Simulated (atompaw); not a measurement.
# u(r) = r·R(r): atom against pseudo-atom (scandium)

Columns: radius, all-electron u(r) and pseudo u(r) of the 3p shell (level -34.83 eV) of scandium in the configuration [Ne] 3s2 3p6 3d1 4s1 4p1; PBEsol, scalar-relativistic, PAW (atompaw) scheme, atompaw 4.2.0.5.

```csv
r (bohr),all-electron,pseudo
0.110,-0.3940,0.0290
0.219,-0.4820,0.1113
0.329,-0.2148,0.2375
0.438,0.1549,0.3892
0.548,0.4921,0.5502
0.658,0.7427,0.7000
0.767,0.8992,0.8215
0.877,0.9773,0.9056
0.987,0.9941,0.9461
1.096,0.9685,0.9446
1.206,0.9152,0.9079
1.315,0.8465,0.8467
1.425,0.7696,0.7709
1.535,0.6908,0.6912
1.644,0.6145,0.6145
1.754,0.5417,0.5417
1.863,0.4750,0.4750
1.973,0.4139,0.4139
2.083,0.3590,0.3590
2.192,0.3108,0.3108
2.302,0.2679,0.2679
2.412,0.2304,0.2304
2.521,0.1981,0.1981
2.631,0.1698,0.1698
2.740,0.1455,0.1455
2.850,0.1244,0.1244
```

Problem. How many radial nodes do the two functions have?

Solution. The all-electron 3p function has n − l − 1 = 1; the pseudo-wave has 0, since the states of the same l below it are removed with the core.

Problem. At about which radius was the pseudo-wave matched?

Solution. 1.65 bohr. The columns agree to 0.0005 from 1.53 bohr on; several derivatives are matched, so the curves merge somewhat inside the radius.

Problem. Is the pseudo-wave norm-conserving?

Solution. No, it belongs to a PAW set: the norm inside the radius is not constrained, and the difference is carried by the augmentation charge.
